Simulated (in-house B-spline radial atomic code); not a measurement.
**The gold ion Au⁷⁺: [Xe] 4f14 5d4**

Method: Dirac-Hartree-Fock, average of configuration, Fermi nucleus of rms radius 5.4371 fm. Calculated with an all-electron radial atomic-structure program (B-spline basis).

Screening seen three ways: the hydrogenic charge with the same mean radius, Z_r = [3n² - l(l+1)]/(2<r>), the one with the same energy, Z_e = n√(-2ε), and Slater's rules. Values are occupation-weighted means over j. An effective charge above Z reflects the relativistic contraction of the inner shells.

```tsv
shell	electrons	ε (eV)	<r> (bohr)	Z_r	Z_e	Slater
1s	2	-81367	0.01687	88.93	77.33	78.70
2s	2	-14593	0.07042	85.20	65.50	74.85
2p	6	-12743	0.06373	78.46	61.21	74.85
3s	2	-3595.9	0.1829	73.79	48.77	67.75
3p	6	-3043	0.1838	67.99	44.87	67.75
3d	10	-2396.9	0.1678	62.58	39.82	57.85
4s	2	-902.65	0.4068	59.00	32.58	51.25
4p	6	-716.25	0.4312	53.34	29.02	51.25
4d	10	-475.36	0.4577	45.88	23.64	39.85
5s	2	-232.79	0.9188	40.81	20.68	21.35
4f	14	-212.33	0.4924	36.56	15.80	28.45
5p	6	-177.18	1.028	35.52	18.04	21.35
5d	4	-111.18	1.266	27.24	14.29	9.95
```

The least bound orbital is 5d5/2 at -110.2 eV, and it is also the most diffuse (<r> = 1.278 bohr).

Spin-orbit splittings of the orbital energies (j = l + 1/2 above j = l - 1/2 when positive): 2p 1839 eV, 3p 411.4 eV, 3d 87.58 eV, 4p 99.86 eV, 4d 18.85 eV, 4f 3.991 eV, 5p 18.62 eV, 5d 2.34 eV.

For the 1s electron the small component carries 9 % of the norm, the zero-frequency Breit interaction raises the level by 302.8 eV, self-energy by 193.7 eV, and vacuum polarisation lowers it by 39.49 eV.

The density falls to 0.001 bohr⁻³ at 2.684 bohr; Σ<r²> = 25.067 bohr² gives, by the non-relativistic formula and without the paramagnetism of open shells, a Langevin diamagnetic susceptibility of -19.85×10⁻⁶ cm³/mol.
